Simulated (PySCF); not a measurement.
## Working out the ionisation energy of In

In [Kr] 4d10 5s2 5p1 (2P) → In⁺ [Kr] 4d10 5s2 (1S). Computed with PySCF 2.14 in aug-cc-pwCVDZ-PP with ECP28MDF, with a scalar-relativistic core potential. Frozen: nothing. Energies in hartree (1 hartree = 27.21139 eV):

```csv
part,In (lower),In⁺ (upper)
UHF,-189.205747,-189.014394
CCSD correlation,-0.372878,-0.365245
(T),-0.008151,-0.007915
```

Task: What does Hartree-Fock give?

Result: (-189.014394) − (-189.205747) = 0.191353 hartree = 5.207 eV.

Task: What do CCSD and CCSD(T) give?

Result: The CCSD correlation energies differ by 0.007633 hartree = 0.208 eV and the triples by 0.000236 hartree = 0.006 eV, so CCSD gives 5.415 eV and CCSD(T) 5.421 eV.

Measured between the centres of the two terms (NIST): 5.603 eV, so CCSD(T) (valence and next inner shell) is off by -0.182 eV.

A double-zeta basis recovers only part of the correlation energy.

What remains against the reference includes basis incompleteness and higher excitations.
